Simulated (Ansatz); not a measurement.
System: methylgermane, CH6Ge, net charge 0, singlet state. 
Geometry from a B3LYP-D3(BJ)/def2-TZVP (Ansatz, a quantum-chemistry and plane-wave program) optimisation:
```xyz
8

C      1.5702     0.1094     0.0435
Ge    -0.3901    -0.0272    -0.0108
H      2.0058    -0.8449     0.3378
H      1.8746     0.8694     0.7623
H      1.9557     0.3820    -0.9383
H     -0.8245    -1.1012    -1.0263
H     -1.0098     1.3206    -0.4267
H     -0.9391    -0.4126     1.3761
```
Charge 0, spin multiplicity 1.

Dipole moments at this geometry, in debye (magnitudes).

```
level                 program  dipole (D)
--------------------  -------  ----------
BLYP/def2-TZVPD        Ansatz        0.71
revPBE/def2-TZVPD      Ansatz        0.72
r2SCAN/def2-TZVPD      Ansatz        0.72
B97M-V/def2-TZVPD      Ansatz        0.79
r2SCANh/def2-TZVPD     Ansatz        0.71
r2SCAN0/def2-TZVPD     Ansatz        0.70
HSE06/def2-TZVPD       Ansatz        0.70
CAM-B3LYP/def2-TZVPD   Ansatz        0.66
wB97X-V/def2-TZVPD     Ansatz        0.67
CCSD(T)/aug-cc-pVDZ    Ansatz        0.66
```

Measured: 0.64 D (NIST CCCBDB, as tabulated in the package chemicals), a vibrational average. This is an older compilation, not checked against later work.
